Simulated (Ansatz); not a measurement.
The first iterations of a band of AlClF2H2 (6 atoms, charge 0, multiplicity 1).

Method: RKS B3LYP-D4/def2-SVP in Ansatz 0.2.0.

| Property | Result |
| --- | --- |
| movable images | 3 |
| climbing image | no |
| spring | 5.0 eV/Å² |
| optimiser | quadratic models (default) |
| start path | through a guess of the saddle point |
| force threshold | 0.05 eV/Å |
| iteration limit | 60 |
| end points | relaxed |

Image 0:

```xyz
6
Properties=species:S:1:pos:R:3
Al 0.002 0.144 0.050
H -0.004 0.758 1.494
F 1.415 0.087 -0.828
F -1.419 0.009 -0.807
Cl 0.077 -2.357 0.903
H 0.077 -2.022 2.155
```

Image 4:

```xyz
6
Properties=species:S:1:pos:R:3
Al 0.024 -0.672 -0.179
H 0.005 0.264 1.866
F 1.421 0.148 -0.505
F -1.419 0.077 -0.479
Cl 0.080 -2.715 0.229
H 0.038 -0.483 2.036
```

| iteration | highest image above the first end (eV) | largest band force component (eV/Å) |
| --- | --- | --- |
| 1 | 1.104 | 3.040 |
| 2 | 0.500 | 1.514 |
| 3 | 0.477 | 1.530 |

Question: Does the band converge within its limit, and where does its top end?

Answer: The forces met the threshold. It ended after 9 iterations with the highest image 0.295 eV above the first end. No image climbed, so the highest image needn't sit at the top of the path. So few images can step over the top or miss a turn of the path. The orbitals stay closed-shell, which can raise the energy where a bond breaks towards radicals; this wasn't checked here.

Time of the run: 59 s on 1 thread of Arm Neoverse V2, on a shared host, peak memory 0.14 GiB.
